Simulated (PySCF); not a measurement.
## State search for KSb⁺

Unrestricted PBE0; PySCF, spin-free X2C with a Gaussian nucleus, basis sets K x2c-SVPall, Sb x2c-SVPall. Outer shells of the fragments: K+ closed shells only; Sb 4d10 5s2 5p3.

Followed along the bond (rough minima from three points):

```json
{"2Ms+1": "4", "unpaired": "σ ↑, π ↑↑", "⟨S²⟩ at the start": "3.75", "R at minimum (Å)": "3.81", "Te (eV)": "0.00"}
{"2Ms+1": "2", "unpaired": "σ ↓, π ↑↑", "⟨S²⟩ at the start": "1.76", "R at minimum (Å)": "3.88", "Te (eV)": "0.63"}
{"2Ms+1": "2", "unpaired": "π ↑", "⟨S²⟩ at the start": "0.75", "R at minimum (Å)": "3.71", "Te (eV)": "1.15"}
{"2Ms+1": "2", "unpaired": "σ ↑", "⟨S²⟩ at the start": "0.75", "R at minimum (Å)": "3.78", "Te (eV)": "1.63"}
```

Solutions found at the starting distance of 3.410 Å, counted from the lowest of them; the search is not exhaustive and high or unbound solutions are not listed, so other states can lie among these:

```csv
2Ms+1,unpaired,term,E (eV),⟨S²⟩,⟨Lz²⟩,μ (D)
4,"σ ↑, π ↑↑",⁴Σ⁻,0.00,3.75,0.00,-10.25
2,"σ ↓, π ↑↑",mixed,0.65,1.76,0.00,-10.19
2,"σ ↑, π ↑↓",mixed,0.65,1.76,2.01,-10.19
2,π ↑,²Π,1.15,0.75,1.00,-9.58
2,σ ↑,mixed,1.63,0.75,2.00,-10.04
2,π ↑,²Π,2.04,0.75,1.01,-10.30
4,"σ ↑↑, π ↑",⁴Π,5.46,3.75,1.00,0.99
4,"σ ↑, π ↑↑",mixed,6.78,3.75,2.00,1.04
4,π ↑↑↑,⁴Π,7.02,3.75,1.00,0.86
4,"π ↑↑, δ ↑",⁴Δ,9.81,3.75,4.00,2.61
```

A term symbol is given only where ⟨S²⟩ and ⟨Lz²⟩ are close to those of a pure state; real π, δ and φ orbitals otherwise mix terms. A positive dipole points towards Sb; it is taken about the centre of mass and depends on that origin.

Spin–orbit coupling is left out.
